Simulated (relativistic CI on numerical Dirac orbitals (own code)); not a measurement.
Hyperfine structure of Hg38+, mass number 201

Method of calculation: Dirac-Coulomb-Breit CI, separate exchange-only KLI orbitals for each configuration, model QED (radiative potential, 1s self-energy scaled to tabulated hydrogen-like ionisation energies), unscaled Slater integrals (own radial code, finite nucleus).

CI space (outside the closed core [Ar] 3d10): 4s2.4p6.4d6, 4s2.4p6.4d5.4f, 4s2.4p5.4d7, 4s2.4p4.4d8, 4s.4p6.4d7, 4p6.4d8, 4s.4p6.4d6.4f, 4s.4p5.4d8, 4s2.4p6.4d5.5s, 4s2.4p6.4d5.5d, 4s2.4p4.4d7.5s, 4s2.4p6.4d4.5s2, 4s.4p6.4d6.5s, 4s2.4p6.4d5.6s, 4p6.4d7.5s, 4p6.4d7.5p. Levels of other configurations are missing.

Nuclear spin I = 3/2, μ = -0.558 μN, Q = 0.387 b (tables of Stone and Pyykkö). The electronic factors are computed for point nuclear moments, without core polarisation or the Bohr-Weisskopf and QED corrections.

```csv
Level,E (cm⁻¹),A (MHz),B (MHz)
4s2.4p6.4d6 5D_3,187224.1,-3216,430
4s2.4p6.4d6 3G_5,228877.6,-6481,4740
4s2.4p6.4d6 3H_6,232419.9,-7203,-9260
4s2.4p6.4d6 3P_1,298376.8,-3883,7170
```

Levels with J = 0, under 50 % of one LS term, or S terms without an open s electron are left out. Small factors come from cancelling terms and can be off by tens of per cent or more.

At this charge energies of transitions that change n are usually good to better than 1 %, and those within a shell (Δn = 0) to a few per cent. Terms inside the open d or f shell come out 10 to 20 % too wide with unscaled integrals.

Q: Give the hyperfine levels of 4s2.4p6.4d6 5D_3 relative to its centre of gravity.

A: With K = F(F + 1) − I(I + 1) − J(J + 1), E = AK/2 + B[¾K(K + 1) − I(I + 1)J(J + 1)]/[2I(2I − 1)J(2J − 1)]: F = 3/2: 19550, F = 5/2: 11190, F = 7/2: -214.8, F = 9/2: -14370 MHz.

LS names give the leading component of a level, which can be under half, so a name can repeat, a term be missing and a line seem to break the LS rules.
